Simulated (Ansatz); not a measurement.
`[CH3][AlH][S]C`. The species carries charge 0 and has multiplicity 1. Geometry: relaxed with PBE0-D4/def2-TZVP. It is one conformer, not always the lowest.

```xyz
11

C    -1.186    1.260   -0.066
Al    0.620    1.096   -0.788
S     1.792   -0.708   -0.460
C     0.684   -1.766    0.525
H    -1.194    1.175    1.025
H    -1.627    2.225   -0.327
H    -1.848    0.478   -0.452
H     1.354    2.214   -1.636
H     1.168   -1.995    1.474
H     0.509   -2.694   -0.018
H    -0.273   -1.284    0.722
```

(1) What is the dipole moment at ωB97M-V/def2-TZVPP? (An estimate is asked.)

(2) And with PBE, r2SCAN, B3LYP? (Best estimate.)

(3) Give the Mulliken charges with ωB97M-V, PBE, r2SCAN in def2-TZVPP. (Estimate.)

Answers

(1) The calculation gave: 2.12 D, with components (-1.86, -0.29, 0.96) D in this frame, pointing from negative to positive charge.

(2) Ansatz gave: PBE 2.14 D, r2SCAN 2.22 D, B3LYP 2.10 D.

(3) Ansatz gave: 
```json
{"atom": "C1", "ωB97M-V": "-0.55", "PBE": "-0.44", "r2SCAN": "-0.40"}
{"atom": "Al2", "ωB97M-V": "0.41", "PBE": "0.36", "r2SCAN": "0.47"}
{"atom": "S3", "ωB97M-V": "-0.20", "PBE": "-0.21", "r2SCAN": "-0.25"}
{"atom": "C4", "ωB97M-V": "-0.32", "PBE": "-0.24", "r2SCAN": "-0.13"}
{"atom": "H5", "ωB97M-V": "0.12", "PBE": "0.10", "r2SCAN": "0.07"}
{"atom": "H6", "ωB97M-V": "0.12", "PBE": "0.11", "r2SCAN": "0.07"}
{"atom": "H7", "ωB97M-V": "0.12", "PBE": "0.10", "r2SCAN": "0.07"}
{"atom": "H8", "ωB97M-V": "-0.10", "PBE": "-0.11", "r2SCAN": "-0.15"}
{"atom": "H9", "ωB97M-V": "0.14", "PBE": "0.12", "r2SCAN": "0.09"}
{"atom": "H10", "ωB97M-V": "0.14", "PBE": "0.12", "r2SCAN": "0.09"}
{"atom": "H11", "ωB97M-V": "0.12", "PBE": "0.11", "r2SCAN": "0.07"}
```

B3LYP here is the variant with VWN-RPA as its local correlation; programs differ in this.
